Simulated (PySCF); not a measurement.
trans-NiI2(PH3)2 (triplet state).
Cartesian coordinates in Å at the PBE0-D3(BJ)/def2-SVP level; atoms count from 1:
```xyz
11
H6I2NiP2 angstrom
Ni     0.0462   -0.0063    0.0018
I      2.6252   -0.0175    0.0450
P      0.0114    2.3818    0.0612
H     -1.0341    3.0774    0.7206
H     -0.1476    2.9472   -1.2302
H      1.1300    3.1423    0.4894
I     -2.5428   -0.0048    0.0098
P      0.0179   -2.3961   -0.0708
H     -1.0450   -3.1020   -0.6901
H     -0.0903   -2.9569    1.2276
H      1.1271   -3.1508   -0.5333
```

Theory: PySCF, PBE0-D3(BJ)/def2-SVP geometry optimisation, gas phase, def2 core potentials past Kr.

Problem. Which atoms are bound to Ni1, and at what distances?

Solution. 4 atoms: P3 2.389 Å, P8 2.391 Å, I2 2.579 Å, I7 2.589 Å. The nearest atom not counted as bound is H10, at 3.20 Å (others tie with it).

Problem. List the angles at Ni1.

Solution. 
```csv
angle,degrees,distance of the outer atoms (Å)
I2–Ni1–I7,178.8,5.17
P3–Ni1–P8,178.5,4.78
I2–Ni1–P3,91.1,3.55
I2–Ni1–P8,90.5,3.53
I7–Ni1–P8,89.4,3.50
P3–Ni1–I7,89.1,3.50
```

Problem. What is the shape at Ni1?

Solution. Square planar: angles from 89.1° to 178.8°; τ4 = (360° − α − β)/141° = 0.02 with α and β the two widest (0 for a square, 1 for a tetrahedron).

Problem. What are the other bond lengths?

Solution. P3–H4 and 5 like bonds 1.419 Å.

Problem. What are the rotational constants (commonest isotopes, rigid rotor)?

Solution. A = 1217, B = 296.5, C = 239.5 MHz: an asymmetric top.

Point group: near C2h, missed by 0.35 Å at most; the miss may be what the optimiser left on a soft mode (C2 holds within 0.08 Å). Charge 0, triplet. ⟨S²⟩ = 2.006 (exact for a triplet: 2.00). No PBE0-D3(BJ)/def2-SVP frequencies stand behind this structure, so it isn't proved a minimum.
